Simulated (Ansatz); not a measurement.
Molecule: CH8Si2, net charge 0, singlet state. 
Geometry from a B3LYP-D3(BJ)/def2-TZVP (Ansatz, an electronic-structure program) optimisation:
```xyz
11

Si     1.4283     0.7034     0.0268
C      0.2217    -0.7262    -0.1266
Si    -1.5873    -0.2647     0.0686
H      2.8264     0.2399    -0.1468
H      1.1407     1.7279    -1.0056
H      1.3045     1.3351     1.3624
H      0.4742    -1.4799     0.6253
H      0.3593    -1.1975    -1.1045
H     -1.9776     0.7208    -0.9679
H     -1.8194     0.3398     1.4023
H     -2.4578    -1.4581    -0.0652
```
Charge 0, spin multiplicity 1.

Basis-set convergence of Hartree-Fock and CCSD correlation energies (hartree) with Ansatz. Valence correlation only, unless marked. Spin-orbit coupling is left out. No relativistic terms.

```csv
basis,functions,E(HF),"E(corr, CCSD)"
cc-pV(D+d)Z,100,-620.40081,-0.42037
cc-pV(T+d)Z,220,(withheld),(withheld)
```

Complete the blanks.


- cc-pV(T+d)Z, E(HF): -620.43955
- cc-pV(T+d)Z, E(corr, CCSD): -0.49777
